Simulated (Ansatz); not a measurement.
`[F][GeH2][Br]` + CH₃NH₂ → `C[NH][GeH2][F]` + HBr at 600 K and 1 bar (ligand exchange at a Ge–Br bond).

Calculated with Ansatz (gas phase, PBE0-D4/def2-TZVP geometries, no zero-point term in ΔE). CCSD(T)/CBS is the MP2 limit (def2-TZVPP, def2-QZVPP) plus CCSD(T) − MP2 in def2-TZVPP, frozen cores. For Br, Ge outer-core shells are correlated without core-valence functions, which leaves a few kJ/mol of doubt a bond. Scalar relativity is left out up to krypton. Each species was taken in one conformer, which may not be the lowest.

| species | CCSD(T)/CBS energy (Eh) | H − E (kJ/mol) | S (J/(mol·K)) |
| --- | --- | --- | --- |
| `[F][GeH2][Br]` | -4750.49448 | 87.6 | 359.4 |
| CH₃NH₂ | -95.75281 | 199.3 | 283.8 |
| `C[NH][GeH2][F]` | -2272.30685 | 246.4 | 414.2 |
| HBr | -2573.91920 | 33.5 | 219.1 |

H − E and S are ideal-gas, rigid-rotor, harmonic terms from PBE0-D4/def2-TZVP, for one conformer and one mirror image of each species. 1 Eh = 2625.50 kJ/mol, R = 8.31446 J/(mol·K).

Question: By hand: ΔE, ΔH, ΔS and ΔG.

Answer: ΔE = (-2272.30685) + (-2573.91920) − (-4750.49448) − (-95.75281) = 0.02124 Eh = 55.8 kJ/mol. Δ(H − E) = 246.4 + 33.5 − 87.6 − 199.3 = -7.0, so ΔH = 48.8 kJ/mol. ΔS = 414.2 + 219.1 − 359.4 − 283.8 = -9.9 J/(mol·K). ΔG = 48.8 − 600 × (-9.9)/1000 = 54.7 kJ/mol.

Question: By hand: the equilibrium constant, and the temperature at which ΔG would vanish if ΔH and ΔS stayed fixed.

Answer: log₁₀ K = −ΔG/(RT ln 10) = -4.8. ΔH and −TΔS have one sign here, so there is no such temperature.

The number of gas molecules stays the same, so ΔS is small and ΔH decides. A doubt of 5 kJ/mol in ΔE shifts log₁₀ K by 0.4 here. Other conformers and mirror images would add mixing entropy, several J/(mol·K) or more a flexible species. These are equilibria of isolated gas molecules and say nothing of rates. Largest T1 diagnostic: 0.011 (customary marks: 0.02 for closed shells, 0.045 for open ones).

ΔS is within the doubt of such terms, so its sign, and with it that verdict, could turn.
